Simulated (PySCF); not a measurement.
Cadmium: a sound run and one with changed settings

Sound run: Cd [Kr] 4d10 5s2, Cd⁺ [Kr] 4d10 5s1. Computed with PySCF 2.14 in def2-SVP with the def2 core potential (28 electrons) (5s3p2d1f, 31 functions), with a scalar-relativistic core potential. The sound run starts from symmetry-adapted Hartree-Fock orbitals and uses a fine grid where one is needed.

Changed run: basis STO-3G, all-electron and non-relativistic. This setting is unsound on purpose.

```json
{"species": "Cd", "method": "UHF", "sound run (hartree)": "-166.84661", "changed run (hartree)": "-5411.53272", "converged": "yes"}
{"species": "Cd", "method": "LDA", "sound run (hartree)": "-167.45527", "changed run (hartree)": "-5407.97584", "converged": "yes"}
{"species": "Cd", "method": "BP86", "sound run (hartree)": "-167.85486", "changed run (hartree)": "-5413.82024", "converged": "yes"}
{"species": "Cd⁺", "method": "UHF", "sound run (hartree)": "-166.57699", "changed run (hartree)": "-5411.42102", "converged": "yes"}
{"species": "Cd⁺", "method": "LDA", "sound run (hartree)": "-167.10690", "changed run (hartree)": "-5407.78973", "converged": "yes"}
{"species": "Cd⁺", "method": "BP86", "sound run (hartree)": "-167.51480", "changed run (hartree)": "-5413.64323", "converged": "yes"}
```

Ionisation energy of Cd:

```json
{"method": "UHF", "sound run (eV)": "7.337", "changed run (eV)": "3.039"}
{"method": "LDA", "sound run (eV)": "9.480", "changed run (eV)": "5.064"}
{"method": "BP86", "sound run (eV)": "9.253", "changed run (eV)": "4.816"}
```

A minimal basis cannot let orbitals breathe on ionisation and holds almost no correlation. The Hamiltonian changed with the basis, so the totals do not compare.

For comparison, NIST gives 8.994 eV between the lowest levels.
